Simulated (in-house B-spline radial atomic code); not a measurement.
Values are calculated unless marked as measured or tabulated.
# Building a PAW s channel for In, r_c = 2.23 bohr

In, [Kr] 4d10 5s2 5p1, non-relativistic PBE, spherical and spin-unpolarised, from a B-spline radial code for spherical atoms (atomic units; all potentials screened as in the neutral atom).

Two all-electron partial waves φ1, φ2 are integrated outwards at E1 = ε(5s) = -0.281186 and E2 = E1 + 2 hartree; φ1 is the bound orbital and φ2 has unit norm inside r_c = 2.2292 bohr. Smooth partners are polynomials, r^1(a0 + a1 r² + a2 r⁴ + a3 r⁶), matched to φ and three derivatives at r_c, with no condition on the norm. The local potential is -6.05177 + (3.08885) r² + (-0.649737) r⁴ + (0.0499389) r⁶ inside 1.8251 bohr and the all-electron one outside.

```csv
wave,φ(r_c),φ'(r_c),a0,a1,a2,a3
1,0.6792851,0.01207634,0.238697,0.08933619,-0.02200804,0.00134912
2,0.2111376,2.71797,-2.261681,0.6395946,-0.02425403,-0.001816995
```

Inside r_c the overlaps are <φi φj> = [[0.34312, -0.46093], [-0.46093, 1.00000]] and, for the smooth waves, [[0.39694, -0.81548], [-0.81548, 3.06313]]. With χj = (Ej − T − V_local) applied to smooth wave j, the program's quadrature gives the matrix B_ij = <smooth i, χj> as [[0.41828, -2.50926], [-1.80017, 11.76090]].

Task: Check the match of the first wave, and find the augmentation charges q_ij.

Result: At r_c the four terms are 0.53210, 0.98963, -1.21151, 0.36906, which sum to 0.6793, φ1(r_c) to rounding. q_ij is the all-electron overlap less the smooth one: [[-0.05383, 0.35454], [0.35454, -2.06313]]. The smooth first wave has a norm of 0.3969 inside r_c against 0.3431, so q11 is negative and must stay small enough for the overlap operator to be positive.

Task: B isn't symmetric. Show that D_ij = B_ij + Ej q_ij is.

Result: Integrating by parts gives B12 − B21 = (E1 − E2) q12: -2.50926 − (-1.80017) = -0.70909, and −2 × (0.35454) = -0.70909. So D12 = -2.50926 + (1.718814)(0.35454) = -1.89986 and D21 = -1.80017 + (-0.281186)(0.35454) = -1.89986; D11 = 0.43342, D22 = 8.21476. The projectors, p = (B⁻¹)ᵀ χ, are dual to the smooth waves; det B = 0.4.

Solving (T + V_local + Σ p D p) ψ = E (1 + Σ p q p) ψ in a sphere of 9 bohr, whose wall lifts the free-atom level a little, gives these levels:

| all-electron | one projector | two projectors |
| --- | --- | --- |
| -0.281059 | -0.554543 | - |
| 0.060345 | -0.281059 | - |
| 0.398093 | 0.061083 | - |
| 0.901456 | 0.400636 | - |
| 1.557120 | 0.905071 | - |

Task: What does the second projector gain?

Result: With one projector a ghost lies below the reference level, so the set fails. With two the overlap operator is not positive, so the set fails. The lowest eigenvalue of the overlap operator is 0.6596 with one and -0.01108 with two projectors. The smooth orbital alone needs a cutoff of 3.81 hartree for 1 millihartree of kinetic energy, against 9.33 for a norm-conserving Troullier-Martins orbital of the same radius, which is no gain while the set fails.
